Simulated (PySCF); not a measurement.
HfO, SMILES [Hf]=[O], multiplicity 1. Atoms are numbered in the order given.

```xyz
2

Hf     0.0000     0.0000    -0.1722
O      0.0000     0.0000     1.5497
```

Coordinates come from a PBE0-D3(BJ)/def2-TZVPD optimisation. The multiplicity is an assumed one; other spin states were not compared. The def2 effective core potentials stand for the cores of Hf; spin–orbit coupling is left out.

Vertical ionisation energy (IE) and electron affinity (EA) in eV. Rows of orbital energies are one-electron estimates. Where ΔSCF, EOM or ADC give a negative EA the extra electron is unbound and the value depends on the basis.

```csv
level,IE,EA
"−ε(HOMO), −ε(LUMO), M06-2X/def2-TZVPD (PySCF)",6.42,1.18
"−ε(HOMO), −ε(LUMO), r2SCAN/def2-TZVPD (PySCF)",5.16,3.33
```
